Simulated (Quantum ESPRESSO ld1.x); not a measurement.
Species: Au4+. Configuration: [Xe] 4f14 5d7.

Calculated with ld1.x of Quantum ESPRESSO 7.5: Dirac Kohn-Sham, BLYP, spin-unpolarised, spherical densities, point nucleus; open shells fill j = l - 1/2 first.

Energy parts (hartree):
| part | energy |
|---|---|
| total | -19045.10 |
| kinetic | 21890.86 |
| electron-nucleus | -47837.43 |
| Hartree | 7266.26 |
| exchange-correlation | -364.79 |

Orbitals (lengths in bohr, moments of r in powers of bohr):
orbital  occ.  eigenvalue (hartree)       <r^4>  small-component weight
1s1/2       2            -2966.2898   4.244e-07                9.01e-02
2s1/2       2             -524.5386  0.00006182                2.06e-02
2p1/2       2             -503.0245  0.00003676                2.07e-02
2p3/2       4             -435.5366  0.00005697                1.84e-02
3s1/2       2             -125.2561    0.002249                6.89e-03
3p1/2       2             -115.5984    0.001962                6.83e-03
3p3/2       4             -100.7057    0.002710                6.17e-03
3d3/2       4              -84.6975    0.001798                6.05e-03
3d5/2       6              -81.4971    0.001981                5.87e-03
4s1/2       2              -28.6833     0.05060                2.33e-03
4p1/2       2              -24.5671     0.05406                2.24e-03
4p3/2       4              -20.9938     0.07405                1.98e-03
4d3/2       4              -14.2669     0.08864                1.78e-03
4d5/2       6              -13.6016     0.09752                1.72e-03
4f5/2       6               -4.9730      0.1790                1.34e-03
4f7/2       8               -4.8326      0.1895                1.32e-03
5s1/2       2               -5.8728       1.307                5.94e-04
5p1/2       2               -4.5254       1.822                5.13e-04
5p3/2       4               -3.8988       2.590                4.38e-04
5d3/2       4               -2.0507       7.485                2.74e-04
5d5/2       3               -1.9778       8.375                2.59e-04

The highest occupied level is 5d5/2 at -53.819 eV. Summed over all electrons, <r^2> = 33.78 bohr^2, which gives a Langevin (diamagnetic) susceptibility term of -26.8 x 10^-6 cm^3/mol. For comparison, the ionisation energy in NIST's Atomic Spectra Database is 60 eV (theoretical). In exact Kohn-Sham theory the highest level is minus the ionisation energy, but local and semilocal functionals leave it too shallow, through self-interaction and a potential that decays too fast; potentials with the right tail come closer.

Beside tabulated values, note that spin-unpolarised runs miss the spin-polarisation part of the exchange energy of open shells.
